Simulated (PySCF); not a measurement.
CH₁₀FNSi₃, SMILES N[C@H]([SiH3])[Si@@H](F)[SiH3]. Coordinates come from a B3LYP-D3(BJ)/def2-SVP optimisation. The structure was generated by enumeration; whether it is a known compound was not checked. Other conformers were not sampled.

Computed equilibrium geometry at B3LYP-D3(BJ)/def2-SVP (PySCF confirms it by a frequency run) as a Z-matrix (one conformer of several):
```
C
H 1 1.1044
N 1 1.4844 2 108.20
H 3 1.0192 1 112.40 2 45.89
H 3 1.0201 4 107.15 1 -122.76
Si 1 1.8888 2 105.39 3 -106.56
F 6 1.6407 1 110.80 2 -63.37
H 6 1.4939 7 106.66 1 118.21
Si 1 1.8970 2 108.20 3 125.37
H 9 1.4915 1 111.85 2 60.53
H 9 1.4939 10 109.36 1 -119.97
H 9 1.4952 10 109.46 11 -118.11
Si 6 2.3466 8 112.20 7 -123.00
H 13 1.4911 6 111.01 8 -29.99
H 13 1.4934 14 109.39 6 120.19
H 13 1.4946 14 108.18 15 117.75
```
Charge 0, spin multiplicity 1.
